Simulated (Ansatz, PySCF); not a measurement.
System: CH$_{3}$Cl$_{2}$Si, net charge 0, doublet state. It need not be the lowest isomer of its formula. SMILES: Cl[Si](C)Cl
Geometry: optimised at B3LYP-D3(BJ)/def2-TZVP (Ansatz, a quantum-chemistry and plane-wave program).

Property: vertical ionisation energy (to the singlet state of charge +1; each state is the SCF solution reached for its spin), in eV. Correlated levels leave the core frozen unless marked. UHF or UKS for open shells. No spin-orbit coupling. No relativistic terms. Basis-set limits of correlation are two-point, X^-3; Hartree-Fock from the larger set. The bracket is a focal-point correction in the basis named.

```json
[
 {"level": "HF/aug-cc-pV(D+d)Z", "program": "Ansatz", "vertical ionisation energy (eV)": "8.50", "minus last row": "-0.05"},
 {"level": "HF/aug-cc-pV(T+d)Z", "program": "Ansatz", "vertical ionisation energy (eV)": "8.47", "minus last row": "-0.08"},
 {"level": "PBE/def2-TZVPD", "program": "Ansatz", "vertical ionisation energy (eV)": "8.32", "minus last row": "-0.23"},
 {"level": "B3LYP/def2-TZVPD", "program": "Ansatz", "vertical ionisation energy (eV)": "8.51", "minus last row": "-0.04"},
 {"level": "BHLYP/def2-TZVPD", "program": "Ansatz", "vertical ionisation energy (eV)": "8.63", "minus last row": "0.08"},
 {"level": "CAM-B3LYP/def2-TZVPD", "program": "Ansatz", "vertical ionisation energy (eV)": "8.65", "minus last row": "0.10"},
 {"level": "wB97M-V/def2-TZVPD", "program": "Ansatz", "vertical ionisation energy (eV)": "8.40", "minus last row": "-0.15"},
 {"level": "B2PLYP/def2-TZVPD", "program": "Ansatz", "vertical ionisation energy (eV)": "8.45", "minus last row": "-0.10"},
 {"level": "MP2/aug-cc-pV(D+d)Z", "program": "Ansatz", "vertical ionisation energy (eV)": "8.44", "minus last row": "-0.11"},
 {"level": "MP2/aug-cc-pV(T+d)Z", "program": "Ansatz", "vertical ionisation energy (eV)": "8.49", "minus last row": "-0.06"},
 {"level": "RI-MP2/CBS(aug-cc-pV(T+d)Z,aug-cc-pV(Q+d)Z)", "program": "Ansatz", "vertical ionisation energy (eV)": "8.54", "minus last row": "-0.01"},
 {"level": "CCSD/aug-cc-pV(D+d)Z", "program": "Ansatz", "vertical ionisation energy (eV)": "8.49", "minus last row": "-0.06"},
 {"level": "CCSD/aug-cc-pV(T+d)Z", "program": "Ansatz", "vertical ionisation energy (eV)": "8.56", "minus last row": "0.01"},
 {"level": "CCSD(T)/aug-cc-pV(T+d)Z", "program": "Ansatz", "vertical ionisation energy (eV)": "8.50", "minus last row": "-0.05"},
 {"level": "RI-MP2/CBS(aug-cc-pV(T+d)Z,aug-cc-pV(Q+d)Z)+[CCSD(T)-MP2]/aug-cc-pV(T+d)Z", "program": "Ansatz", "vertical ionisation energy (eV)": "8.55", "minus last row": "0.00"}
]
```

For comparison, minus the highest occupied orbital energy (PySCF): 5.70 eV at r2SCAN/def2-TZVPD, 7.47 eV at M06-2X/def2-TZVPD, 5.98 eV at TPSSh/def2-TZVPD.
